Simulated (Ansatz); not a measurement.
System: CH5GeO3 (charge -1, singlet). It need not be the lowest isomer of its formula. Whether it binds its extra electron was not tested at this geometry. 
Coordinates optimised at B3LYP-D3(BJ)/def2-TZVP (Ansatz, a program for electronic structure):
```xyz
10

C      1.8920    -0.3315    -0.1891
Ge    -0.0651    -0.0654    -0.0745
O     -1.1712    -0.8950    -1.0435
O     -0.1931     1.7640    -0.2822
O     -0.3634    -0.3523     1.7241
H      2.2436    -0.0825    -1.1912
H      2.3909     0.3148     0.5350
H      2.1399    -1.3708     0.0302
H     -1.0034     1.8813    -0.7905
H     -1.2187    -0.7955     1.7472
```
Charge -1, spin multiplicity 1.

Parts of the frozen-core correlation energy in cc-pVDZ (Ansatz, hartree). Frozen orbitals: 18; correlated occupied orbitals by spin: 16 and 16; virtual: 74 and 74. No spin-orbit coupling. Non-relativistic.

```
term                             value
-------------------------  -----------
reference (HF)             -2340.78043
MP2 opposite-spin                  ___
MP2 same-spin                      ___
CCSD correlation                   ___
(T)                           -0.02181
T1 diagnostic                    0.016
largest doubles amplitude        0.026
```

Task: What belongs in the gaps?

Result: 
- MP2 opposite-spin, value: -0.60628
- MP2 same-spin, value: -0.21395
- CCSD correlation, value: -0.84680
